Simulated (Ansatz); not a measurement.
Input file for `B1C=NCS1`:

```yaml
crystal:
  periodic: [false, false, false]
  atoms:
    - {symbol: B, position_ang: [-0.231527, 1.209622, -0.640461]}
    - {symbol: C, position_ang: [1.045348, 0.334226, -0.407995]}
    - {symbol: N, position_ang: [0.887021, -0.755559, 0.242289]}
    - {symbol: C, position_ang: [-0.449724, -0.993274, 0.652955]}
    - {symbol: S, position_ang: [-1.570030, 0.358931, 0.117917]}
    - {symbol: H, position_ang: [-0.338529, 2.248552, -1.207183]}
    - {symbol: H, position_ang: [2.055032, 0.564972, -0.747307]}
    - {symbol: H, position_ang: [-0.810618, -1.935409, 0.230295]}
    - {symbol: H, position_ang: [-0.498474, -1.078460, 1.742391]}
basis:
  gaussian: {orbitals: def2-SVP}
correlation: {method: ccsd_t}
```

```sh
$ ansatz run in.yaml --threads 2 --pin off --events-out ev --progress --plain --max-ram 4352MiB
```

Log, shortened:

```
Functional definition: HF
945 factors; integrals over basis functions are off by at most 1.5e-3 eV
mean field evaluation 1: about -15086.0700 eV, gradient 2.4e1 eV
mean field evaluation 2: about -15086.2170 eV, gradient 2.4e1 eV
mean field evaluation 4: about -15088.3172 eV, gradient 4.7e0 eV
mean field evaluation 8: about -15088.3955 eV, gradient 1.8e-1 eV
mean field evaluation 16: about -15088.2379 eV, gradient 1.1e0 eV
mean field -15088.39583120 eV, -554.4883195145 hartree, gradient 7.9e-6 eV, S^2 0.000000; 0 other end points of the search recorded, 0 dependent functions left out; unrestricted orbitals would lower it
9 core orbitals not correlated: weight in the atoms' cores, before any rotation towards them, 1.000 or more for the frozen orbitals, at most 0.000 for the correlated occupied ones
reference -15088.39583120 eV, -554.4883195145 hartree; 13, 13 occupied and 72, 72 virtual orbitals, 945 factors
second order -17.34016541 eV of doubles, -0.00000000 eV of singles
cycle   1  -17.83440145 eV  change   -4.9e-1 eV  update   1.1e-1
cycle   2  -18.37142930 eV  change   -5.4e-1 eV  update   3.4e-2
cycle   3  -18.50232589 eV  change   -1.3e-1 eV  update   2.1e-2
cycle   4  -18.49390568 eV  change    8.4e-3 eV  update   7.0e-3
cycle   5  -18.49463867 eV  change   -7.3e-4 eV  update   3.8e-3
cycle   6  -18.49456257 eV  change    7.6e-5 eV  update   1.2e-3
cycle   7  -18.49383559 eV  change    7.3e-4 eV  update   4.5e-4
cycle   8  -18.49388934 eV  change   -5.4e-5 eV  update   1.3e-4
cycle   9  -18.49388281 eV  change    6.5e-6 eV  update   4.6e-5
cycle  10  -18.49386439 eV  change    1.8e-5 eV  update   1.4e-5
perturbative correction -0.74774250 eV, -0.0274790301 hartree
Total energy: -15107.63743809 eV, -555.1954355253 hartree
```

Hardware: 2 threads of an AMD EPYC 9B45 on a shared host. Wall time 2 s, peak host memory 0.43 GiB.

Correlation energy per correlated electron: -0.740 eV. T1 diagnostic: 0.0171.
